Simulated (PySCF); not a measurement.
**Diatomics of Sn with group 12**

PBE0 with double-zeta basis sets in PySCF, for the lowest determinant that a PBE0 search found; no spin–orbit coupling. De refers to high-spin ground-configuration atoms. A positive dipole means M(−)Sn(+).

```json
{"M": "Zn", "basis": "def2-SVP", "state (unpaired electrons)": "triplet (π ↑↑)", "Re (Å)": "2.637", "ωe (cm⁻¹)": "158", "De (eV)": "0.77", "μ (D)": "-2.78"}
{"M": "Cd", "basis": "def2-SVP", "state (unpaired electrons)": "triplet (π ↑↑)", "Re (Å)": "2.834", "ωe (cm⁻¹)": "121", "De (eV)": "0.61", "μ (D)": "-2.22"}
{"M": "Hg", "basis": "def2-SVP", "state (unpaired electrons)": "triplet (π ↑↑)", "Re (Å)": "2.894", "ωe (cm⁻¹)": "93.8", "De (eV)": "0.40", "μ (D)": "-1.52"}
```

The shortest bond is that of ZnSn (2.637 Å), the longest that of SnHg (2.894 Å). ZnSn is bound most strongly (0.77 eV) and SnHg least (0.40 eV).

Down a group the atoms grow and get heavier, so bonds lengthen and wavenumbers fall; this series shows no clear exception.

Weak bonds: SnHg. Basis-set superposition, not corrected here, can be much of De in a small basis, most of all at correlated wavefunction levels. Functionals without a dispersion term scatter widely for such bonds, and LDA overbinds them. These are scalar-relativistic numbers at best; spin–orbit coupling would shift them, the dissociation energy most. States were picked by a PBE0 search and need not be the measured ground states.
